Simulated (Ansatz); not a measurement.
Cost and result for the atomization energy of CH3ClFNSi2 (`N#C[SiH](Cl)[SiH2]F`) (9 atoms, 8 bonds).

| atom | x (Å) | y (Å) | z (Å) |
| --- | --- | --- | --- |
| N1 | 1.535 | -1.827 | -1.917 |
| C2 | 0.888 | -0.942 | -1.561 |
| Si3 | -0.117 | 0.445 | -0.868 |
| Cl4 | -1.989 | 0.345 | -1.680 |
| Si5 | -0.181 | 0.089 | 1.453 |
| F6 | -0.991 | 1.295 | 2.126 |
| H7 | 0.537 | 1.702 | -1.295 |
| H8 | -0.880 | -1.184 | 1.744 |
| H9 | 1.198 | 0.077 | 1.999 |

Total charge 0; spin multiplicity 1. All single points use the PBE0-D4/def2-TZVP geometry. It is one conformer, not always the lowest. Program: Ansatz. All runs use 4 threads of a server CPU on a shared host. Times are those of one run each, without the atoms' runs, and a repeat can differ threefold. Electronic energies, without spin–orbit coupling; frozen cores. CCSD(T)/CBS adds CCSD(T) − MP2 in def2-TZVPP to the MP2 limit, and its time is that of the two runs behind it. T1 = 0.012.

CCSD(T)/CBS is a level of theory with its own doubt, some kJ/mol a heavy atom from the limit and from the frozen cores, so smaller differences don't rank the functionals.

```csv
level,functions,wall time
BLYP-D4/def2-TZVPP,261,2.6 s
PBE-D4/def2-TZVPP (with forces),261,3 s
r2SCAN-D4/def2-TZVPP (with forces),261,6 s
BHLYP-D4/def2-TZVPP,261,7 s
CAM-B3LYP-D4/def2-TZVPP,261,7 s
r2SCANh-D4/def2-TZVPP,261,7.5 s
CCSD(T)/def2-SVP,111,9 s
B97M-V/def2-TZVPP,261,12 s
ωB97X-V/def2-TZVPP,261,12 s
ωB97M-V/def2-TZVPP (with forces),261,19 s
MP2/def2-QZVPP,471,35 s
CCSD(T)/def2-TZVPP,261,4.1 min
CCSD(T)/CBS(def2),–,4.7 min
```

Question: What atomization energy does each give, and how far from CCSD(T)/CBS? (Estimate.)

Answer: Computed: 
| level | atomization (kcal/mol) | difference from CCSD(T)/CBS | per bond |
| --- | --- | --- | --- |
| BLYP-D4/def2-TZVPP | 810.9 | -0.3 | 0.0 |
| PBE-D4/def2-TZVPP (with forces) | 825.9 | 14.7 | 1.8 |
| r2SCAN-D4/def2-TZVPP (with forces) | 809.1 | -2.1 | -0.3 |
| BHLYP-D4/def2-TZVPP | 779.2 | -32.0 | -4.0 |
| CAM-B3LYP-D4/def2-TZVPP | 809.8 | -1.4 | -0.2 |
| r2SCANh-D4/def2-TZVPP | 801.2 | -10.0 | -1.2 |
| CCSD(T)/def2-SVP | 745.0 | -66.2 | -8.3 |
| B97M-V/def2-TZVPP | 813.3 | 2.1 | 0.3 |
| ωB97X-V/def2-TZVPP | 815.8 | 4.6 | 0.6 |
| ωB97M-V/def2-TZVPP (with forces) | 812.4 | 1.2 | 0.2 |
| MP2/def2-QZVPP | 825.6 | 14.4 | 1.8 |
| CCSD(T)/def2-TZVPP | 784.0 | -27.2 | -3.4 |
| CCSD(T)/CBS(def2) | 811.2 | 0.0 | 0.0 |

From BLYP to BHLYP (50 % exact exchange), in def2-TZVPP and without D4, the atomization energy moves by −27.2 kcal/mol: exact exchange takes away binding that semilocal exchange gives to molecules. Leaving LDA and LC-ωPBE aside and taking each functional with its dispersion term where it has one, the values spread over 46.7 kcal/mol, from BHLYP-D4 to PBE-D4. LDA lies +102.4 kcal/mol from PBE without D4, its usual overbinding. In def2-TZVPP, CCSD(T) changes the Hartree–Fock value by +208.7 kcal/mol (the triples alone add +16.2 kcal/mol) and MP2 by +234.0 kcal/mol; breaking electron pairs costs correlation energy, which Hartree–Fock lacks.
